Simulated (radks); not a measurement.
Values are calculated unless marked as measured or tabulated.
Species: Gd2.25+. Configuration: [Kr] 4d10 4f(up 3.5, down 3.5) 5s2 5d(up 0.5, down 0.5) 5p(up 3, down 2.75) (fractional occupations, a model configuration). Level of theory: scalar-relativistic Kohn-Sham, PBE, spin-polarised, spherical densities, finite nucleus; Fermi nuclear charge, rms radius 5.1569 fm (a radial shooting solver on a logarithmic mesh with Libxc functionals).

X-ray form factor f0, the Fourier transform of the density (f0(0) = 61.75):

sin(theta)/lambda (1/angstrom),f0 (electrons)
0.05,61.009
0.1,58.959
0.15,56.019
0.2,52.644
0.25,49.197
0.3,45.902
0.4,40.129
0.5,35.430
0.6,31.524
0.8,25.342
1,20.970
1.25,17.487
1.5,15.207
2,11.587
